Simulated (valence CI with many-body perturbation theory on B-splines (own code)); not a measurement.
Results of a calculation; reference values are marked as such.
**Hyperfine factors and g values of Yb37+**

Method: relativistic CI+MBPT: five valence electrons over a frozen Dirac-Fock core [Ar] 3d10, a basis of 11 s, 11 p, 10 d, 8 f, 5 g, 2 h functions for each j, with the one-electron correlation potential Σ1 (screened to all orders), the two-electron term Σ2, the three-electron term Σ3, Breit, model QED; selected single and double excitations, second order for the rest, scaled by the run's own slope (own B-spline code, finite nucleus).

The last digits are not significant, and no measured levels were compared; by estimate large intervals hold to a few tenths of a per cent, small ones and those within an open d or f shell to about a per cent. Among the levels kept, up to 2100 cm⁻¹ of a level comes from second order outside the variational space, and about a tenth of that is noise between levels of different J, which matters for small intervals.

A/g_I is the dipole constant over the nuclear g factor μ/I (μ in nuclear magnetons, uniformly magnetised nucleus), B/Q the quadrupole constant per barn. Both hold the static response of the core; the bare values leave it out. Large factors of s and p1/2 electrons are usually good to 5 to 10 %; those of open d and f shells near neutrality can be off by tens of per cent, and small factors of p3/2, d and f electrons come from cancelling terms and can be off by a factor of two or in sign, in half-filled shells by more. B is blank for J = 1/2, where it vanishes, and for nearly pure S terms. Energies count from the lowest level.

Levels are named by their leading jj configuration (3d3/2^4 stands for four electrons in 3d with j = 3/2), which in mixed levels can hold well under half, so a name can repeat and another be missing. Letters in brackets count levels of one name in rising energy.

```tsv
Level	E (cm⁻¹)	g	A/g_I (MHz)	A/g_I bare	B/Q (MHz/b)	B/Q bare
(4s^2 4p1/2^2 4p3/2) J=3/2	0	1.375	43400	41600	82200	79300
(4s^2 4p1/2 4p3/2^2) J=3/2	523380	1.451	-17500	-17300	12500	12100
(4s^2 4p1/2 4p3/2^2) J=5/2	563920	1.196	109000	105000	-215	-195
(4s^2 4p1/2 4p3/2^2) J=1/2	614820	0.660	364000	352000		
(4s^2 4p1/2^2 4d3/2) J=3/2	1123300	0.803	14400	14600	7840	7840
(4s^2 4p3/2^3) J=3/2	1145300	1.298	46700	44800	-94500	-91300
(4s 4p1/2^2 4p3/2^2) J=5/2	1202800	1.451	205000	198000	10400	10100
(4s^2 4p1/2^2 4d5/2) J=5/2	1323500	1.237	59000	57400	31000	30100
(4s 4p1/2^2 4p3/2^2) J=1/2	1342300	2.144	1060000	1030000		
(4s 4p1/2^2 4p3/2^2) J=3/2	1361300	1.159	-140000	-135000	-20400	-19700
(4s^2 4p1/2 4p3/2 4d3/2) J=3/2 [a]	1645400	0.926	69800	67800	-54300	-52400
(4s^2 4p1/2 4p3/2 4d3/2) J=5/2 [a]	1646600	0.968	85200	82600	-13700	-13100
(4s^2 4p1/2 4p3/2 4d3/2) J=1/2 [a]	1649500	0.237	124000	121000		
(4s^2 4p1/2 4p3/2 4d3/2) J=7/2	1687000	1.057	79300	76900	79100	76600
(4s 4p1/2 4p3/2^3) J=3/2 [a]	1728600	1.513	136000	132000	-50000	-48300
(4s^2 4p1/2 4p3/2 4d5/2) J=7/2 [a]	1767300	1.311	-15200	-14400	95700	92600
(4s^2 4p1/2 4p3/2 4d5/2) J=5/2 [a]	1770100	1.193	179000	173000	-85300	-82300
(4s^2 4p1/2 4p3/2 4d3/2) J=5/2 [b]	1793300	1.251	13100	12900	67100	64800
(4s^2 4p1/2 4p3/2 4d3/2) J=3/2 [b]	1800100	1.190	11800	11400	10700	10200
(4s^2 4p1/2 4p3/2 4d3/2) J=1/2 [b]	1801800	1.582	157000	150000		
(4s^2 4p1/2 4p3/2 4d5/2) J=9/2	1811800	1.199	59600	57800	82800	80200
(4s^2 4p1/2 4p3/2 4d5/2) J=3/2 [a]	1871400	1.210	-3620	-2970	-43600	-42000
(4s^2 4p1/2 4p3/2 4d5/2) J=1/2 [a]	1894900	1.581	-214000	-206000		
(4s^2 4p1/2 4p3/2 4d5/2) J=5/2 [b]	1902300	1.183	72700	70500	-23800	-22800
(4s^2 4p1/2 4p3/2 4d5/2) J=7/2 [b]	1906900	1.102	68000	65900	16300	16000
(4s^2 4p1/2 4p3/2 4d5/2) J=3/2 [b]	1930100	1.164	122000	118000	-18900	-18200
(4s^2 4p1/2 4p3/2 4d5/2) J=5/2 [c]	1941000	1.246	116000	112000	-40200	-38800
(4s 4p1/2 4p3/2^3) J=3/2 [b]	1987100	1.035	76200	73800	13100	12800
(4s^2 4p1/2 4p3/2 4d5/2) J=1/2 [b]	2009200	1.131	-195000	-188000		
(4s^2 4p3/2^2 4d3/2) J=1/2	2314300	1.644	96300	91900		
(4s^2 4p3/2^2 4d3/2) J=3/2 [a]	2315500	1.175	32100	31000	-37100	-36000
(4s^2 4p3/2^2 4d3/2) J=5/2	2321500	1.200	47000	45600	-9760	-9490
(4s^2 4p3/2^2 4d3/2) J=7/2	2335300	1.233	31200	30500	19600	19000
(4s 4p1/2^2 4p3/2 4d3/2) J=5/2 [a]	2337200	1.299	172000	167000	26300	25300
(4s^2 4p3/2^2 4d5/2) J=1/2	2339600	1.251	254000	247000		
(4s 4p1/2^2 4p3/2 4d3/2) J=3/2 [a]	2343100	1.370	149000	144000	-4320	-4310
(4s 4p1/2^2 4p3/2 4d3/2) J=1/2 [a]	2343300	2.580	602000	581000		
(4s^2 4p3/2^2 4d5/2) J=7/2	2355900	1.121	29800	28900	5410	5560
(4s^2 4p3/2^2 4d5/2) J=9/2	2357300	1.238	26000	25300	44700	43400
(4s 4p1/2^2 4p3/2 4d3/2) J=7/2	2359500	1.315	172000	166000	73200	70800
```

Q: Take the isotope of mass number 171, with I = 1/2, μ = 0.4923 μN. What is the hyperfine structure of (4s^2 4p1/2^2 4d5/2) J=5/2?

A: From the table A = 58100 MHz. Shifts from the centre of gravity in MHz: F = 2: -102000, F = 3: 72600.
